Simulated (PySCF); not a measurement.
A structure optimised at B3LYP-D3(BJ)/def2-SVP, used in a PySCF frequency run:

```xyz
10

Si     0.0006     0.1323     1.5799
N     -0.0068    -0.6081     0.0000
Si     0.0006     0.1323    -1.5799
H     -1.0581    -0.4601     2.4520
H     -0.2579     1.5862     1.3914
H      1.3030    -0.0367     2.2959
H      0.0559    -1.6254     0.0000
H      1.3030    -0.0367    -2.2959
H     -1.0581    -0.4601    -2.4520
H     -0.2579     1.5862    -1.3914
```
Charge 0, spin multiplicity 1.

Write its SMILES, formula and point group.

[SiH3]N[SiH3], H7NSi2, Cs

What are its rotational constants (standard atomic weights)?

25.092, 2.9267, 2.7893 GHz
